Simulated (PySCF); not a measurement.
An unknown gives this computed stick spectrum. Theory: PySCF 2.14.0, density-fitted response routines, TDDFT CAM-B3LYP/def2-SVPD, vertical, gas phase, core orbitals frozen in the response. Geometries: GFN2-xTB, one conformer each.

```tsv
state	ν̃ (cm⁻¹)	f	main configurations (H = HOMO, L = LUMO)
S1	38810	0.337	H→L (95%)
S2	47000	0.0000	H→L+1 (86%)
S3	48180	0.0000	H-1→L (94%)
S4	52100	0.022	H→L+2 (82%)
S5	53710	0.0002	H→L+3 (83%)
S6	55140	0.0034	H→L+4 (46%), H-2→L (33%), H→L+7 (16%)
S7	55560	0.098	H-2→L (52%), H→L+4 (42%)
S8	56620	0.190	H→L+7 (78%), H-2→L (9%)
```

Triplets computed (Tamm–Dancoff): 2.66, 4.78, 5.75 eV.

Orbital energies (eV): HOMO-3 -10.25, HOMO-2 -9.65, HOMO-1 -9.16, HOMO -7.08, LUMO 0.29, LUMO+1 1.50, LUMO+2 1.82.

**Question.** Which candidate is it? All have the formula C8H7F.
A. `F/C=C\C1=C[C@@H]2[C@@H]3[C@H]1[C@H]23`
B. `C#C/C=C(F)\C=C\C=C`
C. `C#C[C@H]1C/C(=C/F)C1=C`
D. `C1C2(C=CC(C=1)C=C2)F`

**Answer.** A. Its S1 lies at 4.81 eV; the nearest of the others has S1 at 5.15 eV. S1 is HOMO→LUMO (95%). Löwdin shares by element: HOMO carbon 69% or more (atoms not listed hold the other 31%); LUMO carbon 72% or more (atoms not listed hold the other 28%). At the same level the other candidates give, for their lowest levels:
- `C#C[C@H]1C/C(=C/F)C1=C`: 5.38 eV (f 0.316); 6.15 eV (f 0.012); 6.34 eV (f 0.008); 6.49 eV (f 0.002); 6.60 eV (f 0.004); T1 3.00 eV; HOMO -8.02, LUMO -0.17 eV
- `FC12C=CC(C=C1)C=C2`: 5.15 eV (f 0.000 summed over 2 states); 6.32 eV (f 0.000); 6.37 eV (f 0.000); 6.44 eV (f 0.000 summed over 2 states); 7.18 eV (f 0.045 summed over 2 states); T1 3.62 eV; HOMO -7.73, LUMO 0.66 eV
- `C#C/C=C(F)\C=C\C=C`: 4.29 eV (f 0.999); 5.25 eV (f 0.000); 5.63 eV (f 0.138); 5.81 eV (f 0.000); 6.26 eV (f 0.002); T1 2.26 eV; HOMO -7.49, LUMO -1.11 eV
